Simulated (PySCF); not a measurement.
**Computed structure and properties of [YbF2]+**

System: [YbF2]+ (singlet in the valence; each metal's 4f electrons, 13 of them, lie in its core potential, out of spins and levels); start: template (C2v). Method: PySCF 2.14.0, RKS PBE0, Yb lcecp-1-SVP with ECP59, F def2-SVP; non-relativistic Hamiltonian with scalar-relativistic core potentials where named; density fitting; no spin-orbit coupling.

Input of the relaxation:

```python
mol = gto.M(atom='''
Yb     0.00000     0.00000    -0.14974
F      1.86630    -0.00000     0.68546
F     -1.86630     0.00000     0.68546''',
    basis={'Yb': 'lcecp-1-SVP', 'F': 'def2-SVP'},
    ecp={'Yb': 'lcecp-1-SVP'},
    charge=1, spin=0)
mf = dft.RKS(mol, xc='PBE0')
mf.grids.atom_grid = (50, 194)  # f atoms: unpruned, at least (60, 302)
mf = mf.density_fit()  # fitting sets: Yb AutoAux, F def2-universal-JKFIT
mf.conv_tol = 1e-08; mf.max_cycle = 55
mf.kernel(dm0)  # dm0: converged density of the start geometry
# quasi-Newton relaxation in Cartesian coordinates to a largest gradient under 0.00045 Eh/bohr, steps kept in the point group
```

Run from Python with OMP_NUM_THREADS=2; the lines above give its settings. Where DIIS fails, smearing, a level shift and second-order steps follow.
It took 8.8 s on 2 threads of Arm Neoverse V2, with other jobs on the host, from the converged density of the start.

Course of the relaxation:

```csv
step,energy above end (eV),largest force component within the symmetry (eV/Å)
0,0.5731,2.838
1,0.1288,0.898
2,0.0607,0.706
3,0.0220,0.357
4,0.0028,0.356
5,0.0003,0.034
6,0.0000,0.007
7,0.0000,0.000
```

Relaxed geometry (C2v):

```xyz
3

Yb    0.0000    0.0000   -0.3049
F     1.5613    0.0000    0.7630
F    -1.5613    0.0000    0.7630
```

```tsv
contact	Å
Yb1–F2 (F)	1.892
Yb1–F3 (F)	1.892
```

On the finer grid (75, 302):

```yaml
HOMO: -16.40 eV
LUMO: -8.58 eV
Dipole_about_the_centre_of_mass: 6.16 D
Set_of_Mulliken_populations_of_Yb1_outside_the_core_potential: s 2.12, p 6.16, d 1.01, f 0.07
D3_BJ_dispersion_energy_not_in_the_energies: -0.023 eV
```

```tsv
atom	Mulliken (e)	Löwdin (e)	spin (e)
Yb1	1.64	1.38	0.00
F2	-0.32	-0.19	0.00
F3	-0.32	-0.19	0.00
```

The 4f levels lie in the core potential and are missing. Their spin isn't counted.

On the grid (50, 194), as all that follows. Harmonic modes: a minimum; lowest 136 cm⁻¹ (negative: unstable), highest 684 cm⁻¹, zero-point energy 0.093 eV.

Taking off one F (charge -1, singlet; the rest: singlet) in vacuum, both parts rigid, costs 18.12 eV; the small basis without counterpoise inflates it. Most of it is the attraction of opposite charges; other ways to part are cheaper, and one spin state was tried for the rest.

Rigid scan of F along the line from its metal:

distance to F2 (Å), energy (eV) and a bar:
```
     1.59      2.102 ##########
     1.69      0.788 ####
     1.79      0.166 #
     1.89      0.000 
     1.99      0.125 #
     2.09      0.431 ##
     2.29      1.316 ######
     2.59      2.811 ##############
     2.99      4.559 ######################
     3.49      6.080 ##############################
```

One start shape was tried, so this needn't be the lowest isomer.

An lcecp potential fixes the number of 4f electrons, so in runs with it no electron can move into or out of that shell.
